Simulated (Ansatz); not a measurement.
Calculated with Ansatz (gas phase, PBE0-D4/def2-TZVP geometries, no zero-point term in ΔE). CCSD(T)/CBS adds triple-zeta CCSD(T) − MP2 to the extrapolated MP2 energy (def2 sets, frozen cores). This one scheme is used for every species. DFT in def2-TZVPP. B3LYP here is the variant with VWN-RPA as its local correlation; programs differ in this. Each species was taken in one conformer, which may not be the lowest.

Consider the substitution at a C–Al bond: `O=[CH][Al]1[NH][CH]1[SiH3]` + `OC=S` → `O=COC=S` + `[SiH3][CH]1[NH][AlH]1`.

```
             level  ΔE (kJ/mol)  difference from CCSD(T)/CBS
          B3LYP-D4        -39.8                         -1.8
           ωB97M-V        -42.1                         -4.1
            B2PLYP        -41.1                         -3.1
               PBE        -34.0                          4.0
              PBE0        -40.4                         -2.4
     HF/def2-TZVPP        -52.5                        -14.5
    MP2/def2-TZVPP        -44.5                         -6.5
     HF/def2-QZVPP        -51.7                        -13.7
    MP2/def2-QZVPP        -41.8                         -3.8
SCS-MP2/def2-QZVPP        -40.6                         -2.6
       CCSD(T)/CBS        -38.0                            0
```

Largest T1 diagnostic among the species: 0.018.

From PBE to PBE0 (25 % exact exchange), in def2-TZVPP and without D4, ΔE moves by −6.4 kJ/mol. In def2-TZVPP, CCSD(T) changes the Hartree–Fock value by +10.3 kJ/mol (the triples alone add −0.2 kJ/mol) and MP2 by +8.0 kJ/mol.
